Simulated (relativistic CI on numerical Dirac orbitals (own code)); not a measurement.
Cd4+: M2,3 absorption edge

Computed with this model: Dirac-Coulomb-Breit CI, separate exchange-only KLI orbitals for each configuration, a model potential for QED, multiplet model of core-to-valence dipole absorption, unscaled Slater integrals; configurations [Kr] 4d8 → [Ne] 3s2 3p5 3d10 4s2 4p6 4d9; 80 K; Lorentzian 2 eV and Gaussian 0.4 eV FWHM. Energies are those of the free ion, without screening or charge transfer. The branching ratio is the share of the lower-energy edge in the whole absorption, uncertain by about 0.02 where the edges overlap. S is read from ⟨S²⟩ = S(S + 1).

Field parameters in Wybourne normalisation: D3d B²₀ = −7Dσ, B⁴₀ = −14Dq − 21Dτ, B⁴₃ = −14√(10/7) Dq. The field is a parameter set, without covalency.

Computed curve for D3d, 10Dq = 43200, Dσ = -1200, Dτ = -190 cm⁻¹, scaled to 100 at the maximum (points under 2 are left out and the grid is thinned):

| Energy (eV) | Intensity |
| --- | --- |
| 610.25 | 2.1 |
| 610.75 | 2.4 |
| 611.00 | 2.6 |
| 611.50 | 3.1 |
| 611.75 | 3.3 |
| 612.25 | 4.0 |
| 612.50 | 4.4 |
| 613.00 | 5.4 |
| 613.25 | 6.0 |
| 613.75 | 7.6 |
| 614.00 | 8.7 |
| 614.50 | 11.6 |
| 615.00 | 16.2 |
| 615.25 | 19.4 |
| 615.75 | 29.4 |
| 616.00 | 36.9 |
| 616.50 | 59.3 |
| 616.75 | 73.6 |
| 617.25 | 97.2 |
| 617.50 | 100.0 |
| 618.00 | 84.8 |
| 618.25 | 71.6 |
| 618.75 | 47.4 |
| 619.00 | 38.0 |
| 619.50 | 24.8 |
| 620.00 | 16.8 |
| 620.25 | 14.1 |
| 620.75 | 10.3 |
| 621.00 | 9.0 |
| 621.50 | 7.0 |
| 621.75 | 6.3 |
| 622.25 | 5.1 |
| 622.50 | 4.7 |
| 623.00 | 3.9 |
| 623.25 | 3.6 |
| 623.75 | 3.1 |
| 624.25 | 2.6 |
| 624.50 | 2.4 |
| 625.00 | 2.1 |
| 648.75 | 2.1 |
| 649.25 | 2.7 |
| 649.50 | 3.1 |
| 650.00 | 4.2 |
| 650.25 | 4.9 |
| 650.75 | 7.2 |
| 651.00 | 8.8 |
| 651.50 | 14.0 |
| 651.75 | 17.9 |
| 652.25 | 27.2 |
| 652.75 | 31.6 |
| 653.00 | 29.5 |
| 653.50 | 20.5 |
| 653.75 | 16.2 |
| 654.25 | 10.0 |
| 654.50 | 8.1 |
| 655.00 | 5.4 |
| 655.25 | 4.6 |
| 655.75 | 3.3 |
| 656.00 | 2.9 |
| 656.50 | 2.2 |

The ground state has S = 1.00, and the centroid lies at 625.51 eV.
